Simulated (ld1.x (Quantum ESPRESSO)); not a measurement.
Tb (Z = 65), TM: configuration errors across variants

Tb, norm-conserving Troullier–Martins (Kleinman–Bylander form), made with ld1.x (Quantum ESPRESSO) 7.5 (LDA (PZ), scalar-relativistic). Core [Kr] 4d10 4f8, reference 5s2 5p6 5d1 6s1.75 6p0 (charge +0.25). Waves: 5p (bound): rc 2.15 bohr; 5d (bound): rc 3.10 bohr; 5s (bound): rc 1.70 bohr. Local part: the s channel. Core correction: none.

Occupied shells without a wave of their own: 6s. They enter only through the test configuration that unscreens the potential.

All-electron excitation energies from the reference (eV): (1) 5s2 5p6 5d1 6s2 6p0 -1.243; (2) 5s2 5p6 5d1 6s1 6p0 5.711; (3) 5s2 5p6 5d1 6s0 6p0 18.255; (4) 5s1 5p6 5d1 6s2 6p0 55.865; (5) 5s2 5p6 5d0 6s2 6p1 0.580; (6) 5s2 5p5 5d1 6s2 6p0 31.893; (7) 5s2 5p6 5d2 6s1 6p0 0.698.

For the base: The 6s level has no wave, so the channel is fitted at the deeper level alone: the likely source of the large errors.

Tests that are not counted but printed errors over 1 eV. “all radii scaled by about 1.29 (s 2.20, p 2.78, d 4.00 bohr)”: 5s2 5p6 5d1 6s2 6p0 (solver errors, printed error -3.0 eV); 5s2 5p6 5d2 6s1 6p0 (solver errors, printed error -1003 eV).

1 further variants failed, have other tests or too few solved ones, and are left out.

The file “all radii scaled by about 1.05 (s 1.78, p 2.26, d 3.26 bohr)” misses its own reference levels by 0.4 eV. The file “all radii scaled by about 1.15 (s 1.96, p 2.48, d 3.56 bohr)” misses its own reference levels by 0.8 eV. The file “all radii scaled by about 1.25 (s 2.12, p 2.68, d 3.86 bohr)” misses its own reference levels by 1.3 eV. The file “all radii scaled by about 1.29 (s 2.20, p 2.78, d 4.00 bohr)” misses its own reference levels by 1.7 eV.

Errors AE − PS in meV (a dash: test not solved or not reliable):

```csv
change,(1),(2),(3),(4),(5),(6),(7),bound ghosts
base,+62,-245,-741,-104,+127,-23,-167,none
"all radii scaled by about 0.76 (s 1.30, p 1.64, d 2.36 bohr)",+12,-44,-125,-237,+24,-131,-33,none
"all radii scaled by about 0.86 (s 1.46, p 1.84, d 2.66 bohr)",+19,-75,-220,-212,+42,-114,-54,none
"all radii scaled by about 1.05 (s 1.78, p 2.26, d 3.26 bohr)",+92,-362,-1100,-39,+178,+40,-245,none
"all radii scaled by about 1.15 (s 1.96, p 2.48, d 3.56 bohr)",+189,-743,-2274,+143,+316,+233,-509,none
"all radii scaled by about 1.25 (s 2.12, p 2.68, d 3.86 bohr)",+302,-1189,-3651,+302,+438,+417,-831,none
"all radii scaled by about 1.29 (s 2.20, p 2.78, d 4.00 bohr)",–,-1556,-4776,+409,+499,+562,–,none
```

Q: Give the same row for: all radii scaled by about 0.90 (s 1.54, p 1.94, d 2.80 bohr).

A: +28, -110, -326, -189, +60, -96, -77; bound ghosts: none.
